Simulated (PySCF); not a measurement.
Gas-phase equilibrium of 1 mol GeF4, 20 mol H2 at 800 K and 0.100 bar, among 16 species (GeH4, Ge2H6, F2, GeF2, GeF3, F, H, GeH3F, GeHF3, HF, H2, Ge3H8, GeH3, GeH2F2, GeH2, GeF4). Only gases are allowed; each row takes one source of thermochemistry for all species, and Cantera finds the minimum.

Method: PySCF energies plus ideal-gas RRHO corrections (1 bar). † marks an energy on the PBE0/def2-TZVP geometry and frequencies; other levels use their own. MP2 freezes the core. 6-31G* has spherical d functions here. The species in the table below are closed-shell singlets. B3LYP is the form with VWN-RPA correlation. Ge: all electrons, no relativistic terms. GeHF3, GeH2F2: computed as isolated molecules; such fragments, hydroxides, amides, oligomers or adducts are transient or little studied in the gas. MP2 isn't extrapolated to the basis-set limit. The harmonic model lacks anharmonicity and excited electronic states, which grow with temperature; levels with a mode under 35 cm⁻¹ are left out.

Molecules larger than those listed are left out, and so are free Ge atoms, whose spin-orbit terms are large. Also missing: (HF)n, which can matter at low temperature or high pressure. Table species left out: H2F2, H3F3, H4F4.

Mole fractions:

| thermochemistry | x H2 | x HF | x GeF2 | x GeF4 | x GeHF3 | x GeH2F2 |
|---|---|---|---|---|---|---|
| B3LYP/6-31G* | 0.89 | 0.059 | 0.030 | 0.016 | 9.6e-5 | 3.8e-9 |
| B3LYP/def2-TZVP† | 0.86 | 0.091 | 0.045 | 8.1e-7 | 1.1e-6 | 1.1e-8 |
| MP2/def2-TZVPP† | 0.87 | 0.089 | 0.044 | 0.00055 | 0.00046 | 4.3e-6 |
| PBE0/def2-TZVP | 0.86 | 0.091 | 0.045 | 1.2e-5 | 3.1e-5 | 6.8e-7 |
| r2SCAN/def2-TZVP† | 0.87 | 0.089 | 0.044 | 0.0011 | 0.00027 | 5.9e-7 |
| ωB97X-V/def2-TZVP† | 0.86 | 0.090 | 0.045 | 0.00037 | 0.00021 | 1.0e-6 |
The most sensitive of these is GeF4: it spans a factor of 10^4.3 over these rows; at this temperature one factor of ten is RT ln 10 = 15 kJ/mol.
